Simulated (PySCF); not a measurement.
CH4BBrO2, SMILES COB(Br)O.

The structure is a stationary point at B3LYP-D3(BJ)/def2-SVP. The structure was generated by enumeration, and PubChem lists no compound with its InChIKey, so it may never have been made. Other conformers were not sampled.

These are TDDFT-LC-ωPBE/def2-SVPD in PySCF values and carry that method's errors.

Vertical excitations. 

Computed UV-visible absorptions:
```tsv
state	energy (eV)	λ (nm)	f	main pairs
S1	7.97	156	0.071	HOMO→LUMO 69 %, HOMO→LUMO+1 14 %
S2	8.01	155	0.062	HOMO−1→LUMO 65 %, HOMO−1→LUMO+1 14 %, HOMO−1→LUMO+11 10 %
S3	8.09	153	0.000	HOMO→LUMO+5 93 %
S4	8.39	148	0.045	HOMO→LUMO+1 31 %, HOMO−1→LUMO+5 21 %, HOMO→LUMO+7 14 %, HOMO→LUMO 10 %
S5	8.46	147	0.012	HOMO−1→LUMO+1 31 %, HOMO−1→LUMO+7 21 %, HOMO−1→LUMO 19 %, HOMO−1→LUMO+8 10 %
S6	8.53	145	0.127	HOMO−1→LUMO+5 65 %
S7	8.82	141	0.010	HOMO−2→LUMO 66 %
S8	9.23	134	0.002	HOMO−3→LUMO+5 89 %
S9	9.38	132	0.031	HOMO−3→LUMO 59 %, HOMO→LUMO+2 9 %
S10	9.48	131	0.198	HOMO−2→LUMO+5 49 %, HOMO→LUMO+2 17 %, HOMO−3→LUMO 13 %
T1	7.56	164	0	HOMO→LUMO+1 29 %, HOMO→LUMO 28 %, HOMO→LUMO+11 17 %, HOMO→LUMO+8 9 %
T2	7.64	162	0	HOMO−1→LUMO 34 %, HOMO−1→LUMO+1 24 %, HOMO−1→LUMO+11 15 %, HOMO−1→LUMO+8 7 %
T3	7.66	162	0	HOMO−1→LUMO+5 88 %
T4	7.91	157	0	HOMO→LUMO 51 %, HOMO→LUMO+7 20 %
```
Triplets are in the Tamm–Dancoff approximation, which puts them higher than full response would, so one can lie above its singlet here.
